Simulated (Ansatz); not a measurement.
`C[BH][ZnH]` + `C[SiH2]N` → `C[SiH2][NH][ZnH]` + `BC` at 400 K and 1 bar (cleavage of the Zn–B bond).

Program: Ansatz. Geometries: PBE0-D4/def2-TZVP. ΔE: electronic, gas phase. CCSD(T)/CBS adds triple-zeta CCSD(T) − MP2 to the extrapolated MP2 energy (def2 sets, frozen cores). This one scheme is used for every species. For Zn outer-core shells are correlated without core-valence functions, which leaves a few kJ/mol of doubt a bond. Scalar relativity is left out up to krypton. One conformer a species, not always the lowest.

```csv
species,CCSD(T)/CBS energy (Eh),H − E (kJ/mol),S (J/(mol·K))
`C[BH][ZnH]`,-1844.18606,166.8,330.3
`C[SiH2]N`,-386.08232,236.0,334.0
`C[SiH2][NH][ZnH]`,-2164.46335,233.3,393.7
`BC`,-65.83255,164.9,265.6
```

H − E and S are ideal-gas, rigid-rotor, harmonic terms from PBE0-D4/def2-TZVP, for one conformer and one mirror image of each species. 1 Eh = 2625.50 kJ/mol, R = 8.31446 J/(mol·K).

Q: By hand: ΔE, ΔH, ΔS and ΔG.

A: ΔE = (-2164.46335) + (-65.83255) − (-1844.18606) − (-386.08232) = -0.02752 Eh = -72.3 kJ/mol. Δ(H − E) = 233.3 + 164.9 − 166.8 − 236.0 = -4.6, so ΔH = -76.9 kJ/mol. ΔS = 393.7 + 265.6 − 330.3 − 334.0 = -5.0 J/(mol·K). ΔG = -76.9 − 400 × (-5.0)/1000 = -74.9 kJ/mol.

Q: By hand: the equilibrium constant, and the temperature at which ΔG would vanish if ΔH and ΔS stayed fixed.

A: log₁₀ K = −ΔG/(RT ln 10) = 9.8. ΔG = 0 at ΔH/ΔS = 15380 K, far beyond where these terms or the molecules hold.

The number of gas molecules stays the same, so ΔS is small and ΔH decides. A doubt of 5 kJ/mol in ΔE shifts log₁₀ K by 0.7 here. Other conformers and mirror images would add mixing entropy, several J/(mol·K) or more a flexible species. Modes under 60 cm⁻¹, often nearly free rotors, make the harmonic entropy too high. These are equilibria of isolated gas molecules and say nothing of rates. Largest T1 diagnostic: 0.014 (customary marks: 0.02 for closed shells, 0.045 for open ones).
